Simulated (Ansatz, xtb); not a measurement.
C4H4N4: 3 structures ranked

3 gas-phase structures of C4H4N4, from a drawn sample of its isomers (lower ones may exist). Each was relaxed with GFN2-xTB:

A. `N#Cn1cc(N)cn1`, a singlet
B. `N#Cc1n[nH]cc1N`, a singlet
C. `N#Cc1[nH]ncc1N`, a singlet

Task: Estimate their order in r2SCAN-D4/def2-SVP energy at these geometries, lowest first.

Result: Calculated order at r2SCAN-D4/def2-SVP: C (0.0), B (4.8), A (79.2) kJ/mol.

Energies above the lowest of each column, in kJ/mol; the last columns are at PBE-D3(BJ)/def2-SVP geometries:

```tsv
structure	GFN2-xTB	HF/STO-3G	r2SCAN-D4/def2-SVP	PBE-D3(BJ)/def2-SVP	CCSD(T)/def2-SVP + ΔMP2/def2-TZVPP
C	2.6	0.0	0.0	0.0	1.6
B	9.5	1.2	4.8	4.5	0.0
A	0.0	54.0	79.2	74.8	70.3
```

CCSD(T)/def2-SVP + ΔMP2/def2-TZVPP puts B lowest, with C within 1 kcal/mol; GFN2-xTB picks A. CCSD(T)/def2-SVP + ΔMP2/def2-TZVPP orders those it was run on as B (0.0), C (1.6), A (70.3) kJ/mol. Less than 1 kcal/mol parts B and C, so the order within that pair means little. Flexible structures stand in one conformer each, not always the lowest. ΔMP2 is the change of the MP2 energy from the smaller to the larger basis.

Programs: Ansatz 0.2.0, xtb 6.7.1.
